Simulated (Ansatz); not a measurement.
A single point on C2H6ClGaO2 (`C[O][Ga]([Cl])[O]C`).

```yaml
crystal:
  periodic: [false, false, false]
  atoms:
    - {symbol: C, position_ang: [-1.191841, -1.438213, -0.161955]}
    - {symbol: O, position_ang: [-1.542331, -0.430526, 0.757193]}
    - {symbol: Ga, position_ang: [-0.590296, 1.022690, 1.089333]}
    - {symbol: Cl, position_ang: [-1.373167, 2.370525, 2.515540]}
    - {symbol: O, position_ang: [0.953178, 1.457281, 0.342819]}
    - {symbol: C, position_ang: [1.636012, 0.686442, -0.617747]}
    - {symbol: H, position_ang: [-0.171136, -1.809884, -0.016478]}
    - {symbol: H, position_ang: [-1.877174, -2.277836, -0.018616]}
    - {symbol: H, position_ang: [-1.288351, -1.098563, -1.199631]}
    - {symbol: H, position_ang: [2.071484, -0.219993, -0.181657]}
    - {symbol: H, position_ang: [2.453303, 1.292857, -1.017114]}
    - {symbol: H, position_ang: [0.997216, 0.390022, -1.457487]}
basis:
  gaussian: {orbitals: def2-QZVPP}
correlation: {method: mp2}
```

```sh
$ ansatz run in.yaml --threads 4 --pin off --events-out ev --progress --plain --max-ram 11315MiB
```

Output, abridged:

```
Functional definition: HF
3471 factors; integrals over basis functions are off by at most 8.7e-4 eV
mean field evaluation 1: about -71070.2322 eV, gradient 5.0e1 eV
mean field evaluation 2: about -71070.3897 eV, gradient 5.0e1 eV
mean field evaluation 4: about -71075.2532 eV, gradient 5.2e0 eV
mean field evaluation 8: about -71075.3226 eV, gradient 5.0e-1 eV
mean field -71075.32319644 eV, -2611.9699508849 hartree, gradient 2.4e-6 eV, S^2 0.000000; 0 other end points of the search recorded, 0 dependent functions left out
18 core orbitals not correlated: weight in the atoms' cores, before any rotation towards them, 1.000 or more for the frozen orbitals, at most 0.000 for the correlated occupied ones
reference -71075.32319644 eV, -2611.9699508849 hartree; 23, 23 occupied and 526, 526 virtual orbitals, 3471 factors
second order -42.36900406 eV of doubles, -0.00000000 eV of singles
Total energy: -71117.69220050 eV, -2613.5269830653 hartree
```

Run time 50 s (4 threads of an Arm Neoverse V1 on a shared host); peak host memory 4.5 GiB.
